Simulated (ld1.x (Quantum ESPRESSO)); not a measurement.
**neon (Ne): one change to a TM semilocal potential, before and after**

```json
{
 "Element": "neon",
 "Generator": "ld1.x (Quantum ESPRESSO) 7.5",
 "Type": "norm-conserving Troullier–Martins (semilocal form)",
 "Functional": "LDA (PZ)",
 "Relativity": "scalar-relativistic",
 "Frozen core": "[He]",
 "Valence charge": "8",
 "Reference configuration": "2s2 2p6",
 "Partial waves": "2s (bound): rc 0.60 bohr; 2p (bound): rc 0.90 bohr",
 "Local potential": "the p channel",
 "Core correction": "none"
}
```

All-electron outer shells of the reference configuration (LDA (PZ), scalar-relativistic, ld1.x):

```csv
shell,level (eV),outermost node (bohr),outermost maximum (bohr)
1s,-825.81,–,0.10
2s,-36.11,0.22,0.69
2p,-13.53,–,0.62
```

Change: wave 2s (bound): rc 0.60 bohr becomes 2s (bound): rc 0.86 bohr.

Cutoffs: the cutoffs (Ry, on a coarse ladder) from which the occupation-weighted sum of valence levels, in a spherical-Bessel basis at the reference potential, stays within 10 and 1 mRy of its value at 400 Ry; they do not see the model core or the augmentation charge, which bear on the density cutoff. Errors are all-electron minus pseudo energies relative to the spin-unpolarised reference configuration.

What does the change do?

Of the 8 tests that both files solve, the error grows in 3 and shrinks in 2 by more than 15 % and 0.3 meV (median size 19.0 → 27.4 meV); neither file shows a bound ghost. A semilocal file is local in each channel, so a ghost entry of none says nothing of the separable form that plane-wave codes build from it.

```tsv
quantity	base	changed
cutoff, loose	230 Ry	160 Ry
cutoff, tight	over 300 Ry	300 Ry
loose cutoff by channel (10 mRy a level)	s 120 Ry, p 140 Ry	s 80 Ry, p 140 Ry
bound ghosts	none	none
error for 2s2 2p5, meV [ΔE 22.65 eV]	-5.2	-2.4
error for 2s2 2p4, meV [ΔE 66.06 eV]	+0.3	+19
error for 2s2 2p3, meV [ΔE 133.58 eV]	+90	+155
error for 2s1 2p6, meV [ΔE 45.56 eV]	+0.3	-0.1
error for 2s2 2p5.5, meV [ΔE 8.96 eV]	-2.0	-1.4
error for 2s2 2p2, meV [ΔE 228.27 eV]	+430	+592
error for 2s2 2p5 (spin-polarised), meV [ΔE 22.18 eV]	+33	+35
error for 2s2 2p4 (spin-polarised), meV [ΔE 63.80 eV]	+198	+214
s: phases at 1.00 bohr within 0.05 rad from the reference energy up to (Ry; the scan ends near 5)	to the end of the scan	to the end of the scan
p: phases at 1.00 bohr within 0.05 rad from the reference energy up to (Ry; the scan ends near 5)	to the end of the scan	to the end of the scan
```
